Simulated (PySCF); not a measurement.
CuCl₂, SMILES [Cl][Cu-][Cl], charge -1, multiplicity 1.

Geometry optimised at PBE-D3(BJ)/def2-SVPD. The multiplicity is an assumed one; other spin states were not compared.

Level of theory: PySCF 2.14.0 with PBE-D3(BJ)/def2-SVPD.

Frequencies are harmonic and unscaled.

Modes within 1.5 cm⁻¹ of each other (mostly degenerate sets) share a row, with their intensities summed.

Computed normal modes with their intensities:
```json
[
 {"mode": "1–2", "ν (cm⁻¹)": "93", "IR (km/mol)": "15.8", "moving atoms (share of kinetic energy)": "Cu 53 %, Cl 47 %"},
 {"mode": "3", "ν (cm⁻¹)": "283", "IR (km/mol)": "0.0", "moving atoms (share of kinetic energy)": "Cl 100 %"},
 {"mode": "4", "ν (cm⁻¹)": "384", "IR (km/mol)": "53.2", "moving atoms (share of kinetic energy)": "Cu 53 %, Cl 47 %"}
]
```
